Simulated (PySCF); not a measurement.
F₄Se, singlet, geometry from GFN2-xTB, with bond 3-1 at 1.3 times its length. Base run: PBE0/6-31G run with PySCF.

Geometry (Å):
```xyz
5

Se    -0.0020     0.0025     0.3594
F      0.9682     1.3190    -0.3434
F      1.7209    -1.2599    -0.5306
F     -0.9643    -1.3238    -0.3356
F     -1.3195     0.9638    -0.3538
```
Charge 0, spin multiplicity 1.
All else is at PySCF's defaults.
Base energy -2799.66632 Eh.

The base run was repeated with changes; each row names its change, and settings that it needs were set with it.

| change | ΔE vs base (µEh) | SCF cycles | outcome |
|---|---|---|---|
| base | 0.0 | 15 | converged |
| diis_space = 20 | 0.0 | 15 | converged |
| conv_tol_grad = 1e-7 | 0.0 | 20 | converged |
| diis = off (with mf.max_cycle = 100) | - | 100 | not converged |
| conv_tol = 1e-7 | 0.0 | 12 | converged |
| level_shift = 0.5 (with mf.max_cycle = 100) | 0.0 | 25 | converged |
| solver = newton | 0.0 | - | converged |
| DIIS = ADIIS | 0.0 | 33 | converged |
| diis_space = 2 | - | 50 | not converged |
| init_guess = 1e | 0.0 | 20 | converged |
| level_shift = 0.3 (with mf.max_cycle = 100) | 0.0 | 20 | converged |
| DIIS = EDIIS | - | 50 | not converged |
| init_guess = atom | 0.0 | 14 | converged |
